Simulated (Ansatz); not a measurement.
The cluster Al5H. The state is a singlet with charge 0. Geometry PBE0-D4/def2-SVP.

```tsv
atom	x (Å)	y (Å)	z (Å)
Al1	1.3273	-0.9018	-1.2085
Al2	0.4804	1.3431	-2.1288
Al3	0.5540	1.1267	0.3814
Al4	-1.7981	0.3834	1.0262
Al5	-0.5301	-1.7382	0.3988
H6	-0.0334	-0.2132	1.5308
```

The restricted singlet is unstable towards broken spin symmetry at other levels; at BLYP-D4/def2-TZVP, r2SCAN-D4/def2-TZVPD, BHLYP-D4/def2-TZVP, CAM-B3LYP-D4/def2-TZVP and others this wasn't settled. The structure comes from a short search, and lower isomers may exist.

Question: Estimate the orbital energies around the gap (eV) in Ansatz with BLYP-D4/def2-TZVP, r2SCAN-D4/def2-TZVPD, BHLYP-D4/def2-TZVP, CAM-B3LYP-D4/def2-TZVP, ωB97M-V/def2-TZVP.

Answer: 
| orbital | BLYP-D4/def2-TZVP | r2SCAN-D4/def2-TZVPD | BHLYP-D4/def2-TZVP | CAM-B3LYP-D4/def2-TZVP | ωB97M-V/def2-TZVP |
| --- | --- | --- | --- | --- | --- |
| HOMO−9 | -68.78 | -70.67 | -78.38 | -74.80 | -75.93 |
| HOMO−8 | -68.74 | -70.62 | -78.36 | -74.76 | -75.90 |
| HOMO−7 | -12.02 | -12.85 | -15.40 | -15.59 | -16.50 |
| HOMO−6 | -9.59 | -10.21 | -12.36 | -12.68 | -13.54 |
| HOMO−5 | -7.96 | -8.44 | -10.24 | -10.65 | -11.50 |
| HOMO−4 | -6.86 | -7.31 | -8.79 | -9.19 | -10.00 |
| HOMO−3 | -5.86 | -6.19 | -7.46 | -7.85 | -8.55 |
| HOMO−2 | -5.53 | -5.84 | -6.91 | -7.29 | -7.97 |
| HOMO−1 | -4.47 | -4.92 | -5.74 | -6.13 | -6.74 |
| HOMO | -4.30 | -4.70 | -5.59 | -5.98 | -6.56 |
| LUMO | -3.36 | -3.61 | -2.28 | -2.11 | -1.40 |
| LUMO+1 | -2.78 | -2.98 | -1.72 | -1.56 | -0.86 |
| LUMO+2 | -2.65 | -2.85 | -1.46 | -1.29 | -0.58 |
| LUMO+3 | -2.09 | -2.24 | -0.92 | -0.75 | -0.08 |
| LUMO+4 | -2.03 | -2.16 | -0.80 | -0.64 | -0.01 |
| LUMO+5 | -1.08 | -1.13 | 0.30 | 0.48 | 1.16 |
